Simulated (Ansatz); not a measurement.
Ansatz results at the PBE0-D4/def2-TZVP geometry: LUMO energy (PBE/def2-TZVPP) -0.31 eV; HOMO energy (PBE/def2-TZVPP) -6.44 eV; LUMO energy (PBE0/def2-TZVPP) 0.58 eV.

Each molecule was computed in one conformer, which needn't be the lowest.

(1) Which molecule gave them?
A. `O[Si@H](Cl)[Si@H](F)Cl`
B. `F[SiH2][SiH2]F`
C. `N[SiH2]O[Si](N)(Cl)Cl`
D. `C[SiH](C)[SiH2]Cl`

## Answers

(1) C. The others give `F[SiH2][SiH2]F`: -2.20, -7.18, -1.33; `C[SiH](C)[SiH2]Cl`: -1.20, -6.53, -0.35; `O[Si@H](Cl)[Si@H](F)Cl`: -2.00, -6.91, -1.17.
